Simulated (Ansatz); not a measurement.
Species: PH4 (charge -1, singlet). Whether it binds its extra electron was not tested at this geometry. 
Coordinates optimised at B3LYP-D3(BJ)/def2-TZVP (Ansatz, an electronic-structure program):
```xyz
5

P     -0.0900    -0.0022     0.0787
H     -0.1334     0.0276    -1.3351
H      1.3057     0.0005     0.3104
H      0.0798     1.7023    -0.0417
H      0.0981    -1.6980    -0.1137
```
Charge -1, spin multiplicity 1.

Basis-set convergence of Hartree-Fock and MP2 correlation energies (hartree) with Ansatz. Correlated levels leave the core frozen unless marked. Spin-orbit coupling is left out. Non-relativistic.

```tsv
basis	functions	E(HF)	E(corr, MP2)
def2-SVPD	56	-342.84070	-0.17927
def2-TZVPPD	116	-342.96462	-0.21534
def2-QZVPPD	208	-342.97633	-0.22968
```

Extrapolating the two largest sets (X = 3 and 4) as X^-3: E(corr) = (64·(-0.22968) - 27·(-0.21534))/37 = -0.2401 Eh, an estimate of the basis-set limit. The largest set recovers 95.6 % of it, the smallest 74.7 %.
